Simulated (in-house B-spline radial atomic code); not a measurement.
Ionisation energies with and without relativity, with size and susceptibility from the Dirac run. Dirac energy differences include first-order Breit, QED and recoil terms. NIST's values go from ground level to ground level; the uncertainty of those that are theory runs from under 0.1 % in few-electron ions to several per cent in heavy many-electron ones. Computed with an all-electron radial atomic-structure program (B-spline basis): non-relativistic Hartree-Fock and Dirac-Hartree-Fock, averages of the configuration (point nuclei without relativity, finite nuclei with it).

```csv
ion,configuration,configuration after,ionisation non-relativistic (eV),ionisation Dirac Breit and QED (eV),tabulated value (eV),radius at density 0.001 (bohr),diamagnetic susceptibility (10⁻⁶ cm³/mol)
Sc+,[Ar] 3d1 4s1,[Ar] 3d1,12.017,12.076,12.79977,4.299,-24.122
Ti+,[Ar] 3d2 4s1,[Ar] 3d2,12.638,12.715,13.5755,4.219,-23.372
V+,[Ar] 3d4,[Ar] 3d3,?,?,?,?,?
Cr+,[Ar] 3d5,[Ar] 3d4,13.580,13.471,16.48631,3.498,-17.14
Mn+,[Ar] 3d5 4s1,[Ar] 3d5,14.254,14.391,15.63999,3.982,-20.989
Fe+,[Ar] 3d6 4s1,[Ar] 3d6,14.744,14.904,16.19921,3.912,-20.255
Co+,[Ar] 3d8,[Ar] 3d7,?,?,?,?,?
Ni+,[Ar] 3d9,[Ar] 3d8,16.784,16.612,18.16884,3.226,-15.169
Cu+,[Ar] 3d10,[Ar] 3d9,17.517,17.325,20.29239,3.166,-14.73
```

Problem. Fill in the row of V+.

Solution. ionisation non-relativistic (eV): 12.673; ionisation Dirac Breit and QED (eV): 12.578; tabulated value (eV): 14.634; radius at density 0.001 (bohr): 3.57; diamagnetic susceptibility (10⁻⁶ cm³/mol): -17.657.

Problem. Fill in the row of Co+.

Solution. ionisation non-relativistic (eV): 16.029; ionisation Dirac Breit and QED (eV): 15.875; tabulated value (eV): 17.0844; radius at density 0.001 (bohr): 3.289; diamagnetic susceptibility (10⁻⁶ cm³/mol): -15.632.
